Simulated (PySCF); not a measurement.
SMILES C([SiH2]O[SiH3])S, GFN2-xTB optimised geometry.

```
13

Si     2.47    -0.78    -0.08
O      0.96    -0.19     0.00
Si    -0.66    -0.19     0.00
C     -1.20     1.63     0.00
S     -3.02     1.75     0.02
H      3.21    -0.01     0.92
H      2.93    -0.54    -1.45
H      2.42    -2.20     0.23
H     -1.11    -0.84     1.23
H     -1.15    -0.87    -1.20
H     -0.81     2.20     0.84
H     -0.90     2.15    -0.91
H     -3.21     1.00     1.11
```

Density from PySCF with PBE/def2-TZVP at that geometry.

Minimum of the electron density along straight lines between bonded atoms, close to the bond critical point (lines longer than 1.1 times the sum of covalent radii, or with two minima, are not listed):

```tsv
bond	length / Å	ρ at the minimum / e bohr⁻³	∇²ρ there / e bohr⁻⁵	position (fraction from the first atom)
Si1–O2	1.625	0.138	0.89	0.42
O2–Si3	1.613	0.141	0.95	0.58
Si3–C4	1.900	0.117	0.14	0.39
C4–S5	1.825	0.172	-0.24	0.47
Si1–H6	1.459	0.127	0.17	0.50
Si1–H7	1.460	0.127	0.17	0.50
Si1–H8	1.461	0.126	0.17	0.50
Si3–H9	1.465	0.126	0.15	0.50
Si3–H10	1.460	0.128	0.15	0.50
C4–H11	1.089	0.276	-0.92	0.64
C4–H12	1.088	0.275	-0.92	0.64
S5–H13	1.331	0.220	-0.64	0.64
```
